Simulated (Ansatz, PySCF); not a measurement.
Dimer: GeH4 (SMILES [GeH4]) (first 5 atoms) with CH5N (SMILES CN); geometry from B3LYP-D3(BJ)/def2-TZVP.
(charge 0, multiplicity 1):
```xyz
12

Ge    -0.11634    -0.18633     0.27624
H     -0.49514    -0.10738    -1.21030
H      1.11741    -1.08656     0.44049
H     -1.28881    -0.77368     1.07495
H      0.20355     1.22092     0.80056
C     -0.44688     0.59885     4.17042
N      0.66678    -0.28667     3.83840
H     -0.06183     1.48414     4.67874
H     -1.11416     0.08972     4.86749
H     -1.04681     0.93566     3.31417
H      1.31706     0.16330     3.20625
H      0.34103    -1.13082     3.38428
```

Interaction energies are E(AB) − E(A) − E(B) at the monomers' geometry in the complex; basis-set methods are counterpoise corrected.

Correlated levels freeze the cores. Filled d and f shells under p-block atoms count as core. Rows in 6-31G* carry no dispersion term and start afresh at each structure (6-31G* with six Cartesian d functions); the Pople sets are all-electron and without relativity.

The values were computed with Ansatz (Gaussian orbitals); PySCF for 6-31G* rows, the dispersion terms. 

Question: One of these levels gives 1.37 kcal/mol for the interaction energy. Name it.
(A) MP2/aug-cc-pVDZ
(B) CAM-B3LYP-D4/def2-TZVPPD
(C) PBE-D3(BJ)/def2-TZVPPD
(D) HF/6-31G*

Answer: D, HF/6-31G*. The others give -1.71 (PBE-D3(BJ)/def2-TZVPPD), -1.27 (CAM-B3LYP-D4/def2-TZVPPD), -0.85 (MP2/aug-cc-pVDZ)

Ansatz is a program for electronic structure.
